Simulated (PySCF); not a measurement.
ZnH2, SMILES [ZnH2]. Geometry: r2SCAN-D4/def2-TZVPD. The isomer is the one that the SMILES or the coordinates give; other isomers of the formula were not compared.

Computed equilibrium geometry at r2SCAN-D4/def2-TZVPD (PySCF confirms it by a frequency run) as a Z-matrix, and its point group:
point group D∞h.
```
Zn
H 1 1.5317
H 1 1.5317 2 180.00
```
